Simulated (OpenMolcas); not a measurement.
An OpenMolcas run meant for Ho⁴⁺ (ANO-R2, X2C; inactive shells 1s 2s 2p 3s 3p 3d 4s 4p 4d 5s 5p; intended active space 9 electrons in 7 orbitals (4f)). One step of its input:

```
&RASSCF
FileOrb=start.orb
Symmetry=2
Spin=6
nActEl=9 0 0
Inactive=15 12
Ras2=0 7
CIRoot=21 21 1
SDav=21
CIMx=300
Iter=90 100
PrWF=0.3
OrbListing=Nothing
MaxOrb=0
Atom
Thrs=1.0e-2 5.0e-1 5.0e-1
```

The run finished. Its levels beside those of a sound run (CASSCF), in cm⁻¹ above each run's lowest level:

```json
{"Level": "4f⁹ ⁶H°_15/2", "This run": "0.0", "Usual run": "0.0"}
{"Level": "4f⁹ ⁶H°_13/2", "This run": "4186", "Usual run": "4213"}
{"Level": "4f⁹ ⁶H°_11/2", "This run": "7147", "Usual run": "7195"}
{"Level": "4f⁹ ⁶H°_9/2", "This run": "9425", "Usual run": "9489"}
{"Level": "4f⁹ ⁶F°_11/2", "This run": "10928", "Usual run": "10991"}
{"Level": "4f⁹ ⁶H°_7/2", "This run": "11200", "Usual run": "11277"}
{"Level": "4f⁹ ⁶H°_5/2", "This run": "12562", "Usual run": "12649"}
{"Level": "4f⁹ ⁶F°_9/2", "This run": "12611", "Usual run": "12690"}
{"Level": "4f⁹ ⁶F°_7/2", "This run": "14916", "Usual run": "15010"}
{"Level": "4f⁹ ⁶F°_5/2", "This run": "16672", "Usual run": "16777"}
{"Level": "4f⁹ ⁶F°_3/2", "This run": "17648", "Usual run": "17760"}
{"Level": "4f⁹ ⁶F°_1/2", "This run": "18136", "Usual run": "18252"}
{"Level": "4f⁹ ⁴I°_15/2 [54 %]", "This run": "27152", "Usual run": "27344"}
{"Level": "4f⁹ ⁴F°_9/2 [71 %]", "This run": "27681", "Usual run": "27879"}
```

**Question.** Which setting is unsound, and how much does it matter here?

**Answer.** The convergence thresholds are far too loose, so the orbitals stop early. Against the sound run the excited levels shown move by 97 cm-1 on average and by 200 cm-1 at most.

High states are left out of the spin-orbit mixing, which shifts the levels that they would mix with. Without dynamic correlation excited terms often stand tens of per cent too high (terms of higher spin than the ground term too low), and those without a measured partner can miss by more than the paired ones. Levels of configurations outside the active space are missing.

A share in square brackets marks a mixed level and gives the weight of the term that names it, the lowest over the columns. ° marks odd parity.
